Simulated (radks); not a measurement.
Values are calculated unless marked as measured or tabulated.
Ga2+, 29 electrons, occupied as [Ar] 3d10 4s1. Code: a radial shooting solver on a logarithmic mesh with Libxc functionals. Model: scalar-relativistic Kohn-Sham, r2SCAN, spin-unpolarised, spherical densities, finite nucleus; meta-GGA in the generalised Kohn-Sham scheme; Fermi nuclear charge, rms radius 3.9973 fm; hard spherical wall at 3.5 bohr.

Normalised radial functions P(r) = r R(r), r in bohr:

r	4s
0.002336	0.0332
0.00297	0.0411
0.003806	0.0509
0.004838	0.0622
0.0062	0.0757
0.007881	0.0904
0.0101	0.1067
0.01284	0.1224
0.01645	0.1367
0.02092	0.1455
0.02659	0.1455
0.03407	0.1307
0.04332	0.0968
0.05551	0.0376
0.07056	-0.0418
0.09042	-0.1359
0.115	-0.2159
0.1473	-0.2516
0.1873	-0.2059
0.24	-0.0607
0.3051	0.1458
0.3909	0.3428
0.497	0.4112
0.6368	0.2813
0.8096	-0.0210
1.037	-0.4081
1.319	-0.7215
1.69	-0.8620
2.148	-0.7598
2.753	-0.4357
3.5	0.0000

4s: eigenvalue -22.679 eV, 3 radial nodes at r = 0.0626, 0.259, 0.798 bohr, <r> = 1.81 bohr, 90 % of the charge inside 2.54 bohr.
